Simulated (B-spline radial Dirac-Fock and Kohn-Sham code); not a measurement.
## Dipole and non-dipole photoemission parameters of Au³⁺ 5d3/2

System: the Au³⁺ ion, configuration 1s2 2s2 2p6 3s2 3p6 3d10 4s2 4p6 4d10 4f14 5s2 5p6 5d8; threshold 47.94 eV (orbital energy of the model). These are calculated numbers from a radial B-spline solver; the model is Dirac-Hartree-Slater photoionisation with a Latter tail; cross sections with all multipoles, angular parameters from the dipole term and its interference with E2.

Input of the calculation (task.json; shells as n, l, electrons):

```json
{"items": [{
  "Z": 79,
  "q": 3,
  "cfg": [[1, 0, 2], [2, 0, 2], [2, 1, 6], [3, 0, 2], [3, 1, 6], [3, 2, 10], [4, 0, 2], [4, 1, 6], [4, 2, 10], [4, 3, 14], [5, 0, 2], [5, 1, 6], [5, 2, 8]],
  "A": 197,
  "rrms": 5.4371,
  "do": "xps",
  "hv": [51.3, 60, 74.3, 100, 111.0, 122.0, 126.0, 200, 202.0, 227.0, 291.0, 300, 400, 475.0, 511.0, 600, 724.0, 885.0, 1310.0, 1510.0, 2770.0, 3090.0, 4170.0, 4220.0, 7520.0, 8000.0, 9251.7, 11300.0, 13600.0, 15000]
}]}
```

Command: `python xray2_run.py task.json out`

For linearly polarised light dσ/dΩ = σ/(4π) [1 + β P₂(cos θ) + (δ + γ cos²θ) sin θ cos φ], with θ from the polarisation vector and φ the angle between the beam and the projection of the electron momentum on the plane normal to the polarisation.

```csv
hν (eV),σ (kb),β,γ,δ
60,5880,0.672,-0.018,0.004
74.3,2590,1.067,-0.011,0.012
100,768,1.590,0.075,0.022
111,488,1.757,0.142,0.021
122,317,1.884,0.220,0.016
126,272,1.918,0.251,0.014
200,38.4,0.360,0.239,-0.021
202,37.6,0.284,0.220,-0.019
227,32.4,-0.425,0.004,0.019
291,33.6,-0.628,-0.093,0.075
300,34.1,-0.581,-0.079,0.077
400,36.9,-0.014,0.104,0.064
475,35.7,0.286,0.176,0.046
511,34.7,0.397,0.191,0.038
600,31.4,0.610,0.197,0.023
724,?,?,?,?
885,21.2,0.984,0.099,0.001
1310,12.0,1.218,-0.017,0.002
1510,9.43,1.278,-0.037,0.005
2770,2.77,1.410,0.107,0.031
3090,2.15,1.415,0.175,0.037
4170,1.03,1.408,0.421,0.055
4220,0.996,1.407,0.432,0.056
7520,0.201,1.305,1.097,0.108
8000,0.167,1.289,1.177,0.116
9251.7,0.108,1.247,1.370,0.135
11300,0.0577,1.182,1.641,0.169
13600,0.0317,1.116,1.891,0.206
15000,0.0229,1.079,2.020,0.229
```

Q: Give the values at 724 eV.

A: σ = 26.6 kb, β = 0.812, γ = 0.162, δ = 0.009.
